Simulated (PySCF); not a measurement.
Isomers of C9H14O, mass 138.104 u with the commonest isotopes. The calculation used PBE0/pcSseg-1 in PySCF (dipole) on a GFN2-xTB geometry, gas phase. One conformer each, none proved a minimum here; rigid rotors.

Question: Order these by radius of gyration √(Σ m r²/M), smallest first.
A. `[CH3:1][C@:2]1([CH:3]2[CH2:4][CH2:5]2)[CH2:6][CH2:7][CH2:8][C:9]1=[O:10]` with C1–C2–C3–C4 74°, C2–C3–C4–C5 112°, C1–C2–C6–C7 -149°, C2–C6–C7–C8 38°, C6–C7–C8–C9 -31°
B. `[CH:1]#[C:2][CH2:3][C@@H:4]([CH:5]=[CH2:6])[O:7][CH:8]([CH3:9])[CH3:10]` with C2–C3–C4–C5 62°, C3–C4–C5–C6 -100°, C3–C4–O7–C8 155°, C4–O7–C8–C9 -164°
C. `[CH2:1]=[C:2]1[CH2:3][C@@H:4]([CH:5]=[O:6])[C@H:7]1[CH2:8][CH2:9][CH3:10]` with C3–C4–C5–O6 -126°, C4–C7–C8–C9 -61°, C7–C8–C9–C10 -62°
D. `[CH3:1][C:2](=[O:3])[C@@H:4]1[CH2:5][C@H:6]2[CH2:7][CH2:8][C@@H:9]1[CH2:10]2` with C1–C2–C4–C5 -80°

Answer: A (1.999 Å), D (2.112 Å), C (2.308 Å), B (2.504 Å).

Question: Order these by rotational constant B, largest first.
A. `[CH3:1][C@:2]1([CH:3]2[CH2:4][CH2:5]2)[CH2:6][CH2:7][CH2:8][C:9]1=[O:10]` with C1–C2–C3–C4 74°, C2–C3–C4–C5 112°, C1–C2–C6–C7 -149°, C2–C6–C7–C8 38°, C6–C7–C8–C9 -31°
B. `[CH3:1][C:2](=[O:3])[C@@H:4]1[CH2:5][C@H:6]2[CH2:7][CH2:8][C@@H:9]1[CH2:10]2` with C1–C2–C4–C5 -80°
C. `[CH:1]#[C:2][CH2:3][C@@H:4]([CH:5]=[CH2:6])[O:7][CH:8]([CH3:9])[CH3:10]` with C2–C3–C4–C5 62°, C3–C4–C5–C6 -100°, C3–C4–O7–C8 155°, C4–O7–C8–C9 -164°
D. `[CH2:1]=[C:2]1[CH2:3][C@@H:4]([CH:5]=[O:6])[C@H:7]1[CH2:8][CH2:9][CH3:10]` with C3–C4–C5–O6 -126°, C4–C7–C8–C9 -61°, C7–C8–C9–C10 -62°

Answer: A (1247 MHz), D (1144 MHz), B (990.2 MHz), C (737.5 MHz).

Question: Order these by rotational constant C, smallest first.
A. `[CH3:1][C:2](=[O:3])[C@@H:4]1[CH2:5][C@H:6]2[CH2:7][CH2:8][C@@H:9]1[CH2:10]2` with C1–C2–C4–C5 -80°
B. `[CH2:1]=[C:2]1[CH2:3][C@@H:4]([CH:5]=[O:6])[C@H:7]1[CH2:8][CH2:9][CH3:10]` with C3–C4–C5–O6 -126°, C4–C7–C8–C9 -61°, C7–C8–C9–C10 -62°
C. `[CH3:1][C@:2]1([CH:3]2[CH2:4][CH2:5]2)[CH2:6][CH2:7][CH2:8][C:9]1=[O:10]` with C1–C2–C3–C4 74°, C2–C3–C4–C5 112°, C1–C2–C6–C7 -149°, C2–C6–C7–C8 38°, C6–C7–C8–C9 -31°
D. `[CH:1]#[C:2][CH2:3][C@@H:4]([CH:5]=[CH2:6])[O:7][CH:8]([CH3:9])[CH3:10]` with C2–C3–C4–C5 62°, C3–C4–C5–C6 -100°, C3–C4–O7–C8 155°, C4–O7–C8–C9 -164°

Answer: D (601.0 MHz), B (733.6 MHz), A (938.8 MHz), C (1229 MHz).

| SMILES | point group | Ia (u·Å²) | Ib (u·Å²) | Ic (u·Å²) | κ | μa (D) | μb (D) | μc (D) |
| --- | --- | --- | --- | --- | --- | --- | --- | --- |
| C#CC[C@@H](C=C)OC(C)C | C1 | 205.25 | 685.23 | 840.92 | -0.85 | 0.62 | 0.73 | 0.77 |
| C=C1C[C@@H](C=O)[C@H]1CCC | C1 | 340.45 | 441.58 | 688.91 | 0.09 | 1.42 | 2.24 | 0.00 |
| C[C@]1(C2CC2)CCCC1=O | C1 | 287.57 | 405.18 | 411.07 | -0.93 | 1.08 | 2.28 | 1.09 |
| CC(=O)[C@@H]1C[C@H]2CC[C@@H]1C2 | C1 | 183.25 | 510.38 | 538.33 | -0.94 | 0.85 | 2.33 | 1.03 |
